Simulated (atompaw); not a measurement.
# What one change does to a pseudopotential (P, PAW (atompaw))

```
Element                 : P
Generator               : atompaw 4.2.0.5
Type                    : PAW
Functional              : PBE
Relativity              : scalar-relativistic
Frozen core             : [Ne]
Valence charge          : 5
Reference configuration : 3s2 3p3
Partial waves           : 3s (bound): rc 1.85 bohr; 3s channel at 3.85 Ry: rc 1.85 bohr; 3p (bound): rc 1.85 bohr; 3p channel at 0.75 Ry: rc 1.85 bohr
Local potential         : bessel scheme, radius 1.65 bohr
Core correction         : smooth core density matched at 1.65 bohr
Augmentation charge     : sinc compensation charge, radius 1.50 bohr; PAW radius 1.85 bohr; waves and projectors: custom rrkj gramschmidtortho
```

All-electron outer shells of the reference configuration (PBE, scalar-relativistic, ld1.x):

```tsv
shell	level (eV)	outermost node (bohr)	outermost maximum (bohr)
2s	-173.99	0.14	0.42
2p	-124.49	–	0.36
3s	-13.97	0.65	1.58
3p	-5.51	0.64	1.83
```

Change: wave 3p channel at 0.75 Ry: rc 1.85 bohr becomes 3p channel at 0.75 Ry: rc 0.98 bohr.

Cutoffs: the cutoffs (Ry, on a coarse ladder) from which the occupation-weighted sum of valence levels, in a spherical-Bessel basis at the reference potential, stays within 10 and 1 mRy of its value at 400 Ry; they do not see the model core or the augmentation charge, which bear on the density cutoff.

What does the change do?

The potential gets softer (15 Ry and 21 Ry → 12 Ry and 21 Ry); the range in which the p phases agree narrows (upper end at the end of the scan → 0.4); neither file shows a bound ghost.

| quantity | base | changed |
| --- | --- | --- |
| cutoff, loose | 15 Ry | 12 Ry |
| cutoff, tight | 21 Ry | 21 Ry |
| loose cutoff by channel (10 mRy a level) | s 6 Ry, p 10 Ry | s 6 Ry, p 8 Ry |
| bound ghosts | none | none |
| s: phases at 1.86 bohr within 0.05 rad from the reference energy up to (Ry; the scan ends near 5) | to the end of the scan | to the end of the scan |
| p: phases at 1.86 bohr within 0.05 rad from the reference energy up to (Ry; the scan ends near 5) | to the end of the scan | 0.4 |
| lowest overlap eigenvalue by channel | s 0.63, p 0.82 | s 0.63, p 0.16 |

 The cutoffs see the waves, projectors and local potential, not the compensation charge or the core.
